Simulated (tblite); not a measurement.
Run record: tight-binding relaxation, `CN(C)[Si@@H](F)C/C=C\F`.

Computed with GFN2-xTB geometry optimisation, gas phase (tblite 0.8.0). Start geometry: from a force field or distance geometry. A driver script takes a list of jobs; this job's settings line and coordinates (Å) are shown.

Command:
```bash
OMP_NUM_THREADS=1 python probes_run.py task.json out
```

Input:
```
{"job": {"kind": "relax", "xc": "GFN2-xTB", "basis": "xTB"}, "charge": 0, "multiplicity": 1}
C     -1.504600     1.203900    -0.290400
N     -1.174800    -0.161100    -0.569700
C     -2.444700    -0.885200    -0.456600
Si    -0.118400    -0.933200     0.606700
F      0.158000    -2.517700     0.099900
C      1.505200    -0.154700     0.917700
C      2.459000    -0.172700    -0.214200
C      2.954000     0.957000    -0.757500
F      2.569900     2.167900    -0.269400
H     -2.442500     1.396200    -0.904000
H     -1.837300     1.326000     0.767200
H     -0.789000     1.947900    -0.623700
H     -2.305000    -1.939900    -0.216900
H     -3.106700    -0.677600    -1.307200
H     -2.932100    -0.429000     0.463600
H     -0.853600    -0.997100     1.901300
H      1.425800     0.886000     1.326300
H      2.003600    -0.779300     1.725500
H      2.776100    -1.140200    -0.611700
H      3.651800     0.913500    -1.589800
```

Output:
```
step      E/eV     max force
  0    -828.59422    2.553
  1    -828.87115    1.428
  2    -828.94687    0.900
  3    -829.00763    0.769
  4    -829.09505    0.546
  5    -829.13381    0.479
  6    -829.19875    0.458
  7    -829.24513    0.514
  8    -829.29196    0.517
  9    -829.32952    0.412
... (113 lines left out)
123    -829.62641    0.015
124    -829.62645    0.016
125    -829.62648    0.012
126    -829.62651    0.011
127    -829.62653    0.011
128    -829.62655    0.014
129    -829.62658    0.014
130    -829.62661    0.011
131    -829.62663    0.010
132    -829.62665    0.009
```

«max force» is the largest atomic force in eV/Å.

**Question.** From which step on does the largest force stay under 0.1 eV/Å, and how much energy is left to gain from there?

**Answer.** From step 69 (0.085 eV/Å), 19.4 meV above the end.

In short: energy lowered by 23.8 kcal/mol over 132 steps; largest atomic force 0.009 eV/Å at the end.

**Question.** Give the final coordinates.

**Answer.** 0.593 Å rms from the input after alignment:
```
atom  x, y, z in Å
C1    -1.2451    1.2485   -0.1644
N2    -1.1409   -0.1907   -0.0737
C3    -2.3019   -0.8547   -0.6244
Si4   -0.1469   -0.9751    1.0749
F5    -0.0229   -2.4912    0.5250
C6     1.6040   -0.2231    1.0730
C7     2.1579   -0.1467   -0.3041
C8     2.3406    0.9653   -0.9918
F9     2.0627    2.1850   -0.4740
H10   -1.3813    1.5394   -1.2091
H11   -2.0993    1.6259    0.4093
H12   -0.3417    1.7173    0.2108
H13   -2.1648   -1.9307   -0.5831
H14   -2.4329   -0.5547   -1.6667
H15   -3.2126   -0.5944   -0.0741
H16   -0.6454   -1.1620    2.4383
H17    1.6040    0.7624    1.5342
H18    2.2387   -0.8684    1.6802
H19    2.3982   -1.0810   -0.7865
H20    2.7246    1.0397   -1.9970
```

Hardware: one thread, Arm Neoverse V2 (aarch64), shared host with 32 logical CPUs at a one-minute load of 45. Cost: 0.92 s wall.
Labels such as C1 count atoms from 1, the log's own numbers from 0.
